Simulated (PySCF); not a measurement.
**Spinor energies of Sb²⁺ (antimony, charge +2)**

Start: [Kr] 4d10 5s1 5p2; 5s1/2 filled at m_j = +1/2; 5p3/2 filled at m_j = +1/2, +3/2. Calculated with PySCF 2.14 in x2c-TZVPall-2c: generalised Hartree-Fock with the X2C-1e Hamiltonian and a Gaussian nucleus; one run each with spin-orbit coupling (SO) switched off, then screened by Boettger's factors. This is a chosen level, not necessarily the ground level.

```
spinor shell  electrons  ε, spin-free (eV)  ε, screened SO (eV)  weight of nominal j (screened SO)  rms radius, screened SO (bohr)
       1s1/2          2           -30664.0             -30661.0                              1.000                          0.0325
       2s1/2          2            -4778.0              -4777.2                              1.000                           0.133
       2p1/2          2            -4284.4              -4459.3                              1.000                           0.115
       2p3/2          4            -4284.4              -4205.1                              1.000                           0.120
       3s1/2          2            -993.27              -993.11                              1.000                           0.352
       3p1/2          2            -828.50              -861.79                              1.000                           0.345
       3p3/2          4            -828.50              -813.37                              1.000                           0.356
       3d3/2          4            -577.59              -583.44                              1.000                           0.329
       3d5/2          6            -577.59              -573.59                              1.000                           0.332
       4s1/2          2            -195.84              -195.86                              1.000                           0.843
       4p1/2          2            -143.06              -149.28                              0.999                           0.893
       4p3/2          4            -143.06              -140.30                              1.000                           0.920
       4d3/2          4            -63.636              -64.522                              0.970                            1.10
       4d5/2          6            -63.636              -63.120                              0.980                            1.11
       5s1/2          1            -37.225              -37.204                              0.999                            2.25
       5p3/2          2            -25.897              -25.797                              0.776                            2.66
```

```csv
quantity,spin-free,screened SO
E (hartree),-6476.04874,-6477.70145
M_J,5/2,5/2
⟨J²⟩,8.756,8.756
⟨L²⟩,2.004,2.079
⟨S²⟩,3.753,3.729
```

Each row is a mean over spinors that exchange with the open shell spreads, by up to 0.899 eV (4s1/2).

Rows whose weight is well below 1 are mixtures of j = l ± 1/2: exchange outweighs spin-orbit coupling there, and the label is only the starting occupation.

Breit and QED terms are absent; they matter most for the inner s and p1/2 levels.

Densities and radii are taken from the X2C orbitals without a picture-change correction, which distorts them close to the nucleus.

Without spin-orbit coupling the j labels of p, d and f shells carry no meaning; the spin-free column gives the mean over the occupied spinors of each nl shell.
